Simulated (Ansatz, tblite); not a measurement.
Cost and result up the ladder for the cluster GaCu₄ (5 atoms). Charge 0, multiplicity 2. Geometry: B3LYP-D4/def2-SVP.

Cartesian coordinates in Å:
```
Ga -0.111 -1.343 0.723
Cu -1.092 0.558 -0.724
Cu 1.201 0.766 0.011
Cu 0.602 -0.908 -1.617
Cu -0.600 0.928 1.607
```

Ansatz on 4 threads of Intel Xeon 6975P-C on a shared host; xTB runs through tblite on one thread. Times are rough, summed over both states, and most runs start from the orbitals of an earlier one. PBE0-D4/def2-TZVP serves as the yardstick here, not as an exact answer. The other state is a singlet.

The xTB rows come from tblite. The structure comes from a short search, and lower isomers may exist.

Raw xTB energies of ions are shifted by several eV, and xTB has no spin-polarisation term.

```tsv
level	functions	wall time	vertical IE (eV)	difference from PBE0-D4/def2-TZVP (eV)
GFN1-xTB	45	0.013 s	12.65	6.15
GFN2-xTB	45	0.014 s	9.29	2.79
PBE-D4/def2-TZVP	228	7.4 s	6.68	0.18
r2SCAN-D4/def2-TZVP (with forces)	228	17 s	6.66	0.15
PBE0-D4/def2-TZVP	228	19 s	6.50	0.00
```
